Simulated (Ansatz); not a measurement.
Species: GeH2 (charge +1, doublet). 
Structure (B3LYP-D3(BJ)/def2-TZVP (Ansatz, a program for electronic structure) minimum search):
```xyz
3

Ge    -0.0011     0.0007     0.0456
H      0.0237    -1.3644    -0.7076
H      0.0119     1.3408    -0.7517
```
Charge +1, spin multiplicity 2.

Basis-set convergence of Hartree-Fock and CCSD correlation energies (hartree) with Ansatz. Valence correlation only, unless marked. UHF or UKS for open shells. No spin-orbit coupling. The frozen core is the preceding noble-gas configuration, with the filled d and f shells of earlier blocks. No relativistic terms.

```csv
basis,functions,E(HF),"E(corr, CCSD)"
def2-SVPD,54,-2075.92180,-0.08186
def2-TZVPPD,88,-2076.18613,-0.09281
def2-QZVPPD,161,-2076.22809,-0.09622
```

Extrapolating the two largest sets (X = 3 and 4) as X^-3: E(corr) = (64·(-0.09622) - 27·(-0.09281))/37 = -0.0987 Eh, an estimate of the basis-set limit. The largest set recovers 97.5 % of it, the smallest 82.9 %.
